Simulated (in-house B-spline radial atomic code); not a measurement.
A run on Cl6+ (an excited or competing configuration) that did not converge. Method: non-relativistic wB97X, spin-polarised, spherical fractional occupations, exact exchange averaged over the configuration, point nucleus; computed with a B-spline radial code for spherical atoms.

Command:
```bash
python run_scf.py task.json out
```
Settings:
```
Z                17
configuration    [Ne] 4d1
hamiltonian      nr
method           wb97x
spin_polarised   True
exact_exchange   averaged over the configuration
```

First and last ten iterations of the last attempt (damped for 15 steps, keeping 80 % of the old Fock matrix, then DIIS):
```
 iter        energy (Eh)    residual
    1        -440.273467    8.64e-01
    2        -446.343368    2.69e-01
    3        -446.573506    2.02e-01
    4        -446.705329    1.51e-01
    5        -446.780193    1.13e-01
    6        -446.822517    8.41e-02
    7        -446.846275    6.27e-02
    8        -446.859576    4.68e-02
    9        -446.867012    3.48e-02
   10        -446.871164    2.59e-02
  111        -446.876379    8.69e-06
  112        -446.876379    1.55e-05
  113        -446.876379    3.91e-05
  114        -446.876379    2.14e-05
  115        -446.876379    3.93e-05
  116        -446.876379    9.95e-06
  117        -446.876379    2.82e-05
  118        -446.876379    1.85e-05
  119        -446.876379    1.14e-05
  120        -446.876379    2.70e-05
 not converged after 120 iterations
```

The smallest residual met was 8.7e-06; the threshold is about 2e-07. Over the last five steps the energy moves by less than 1e-08 hartree, but the orbitals didn't meet the threshold. Cost of the run: 6.1 s on 1 thread of Intel(R) Xeon(R) Platinum 8259CL CPU @ 2.50GHz, with other jobs on the host.
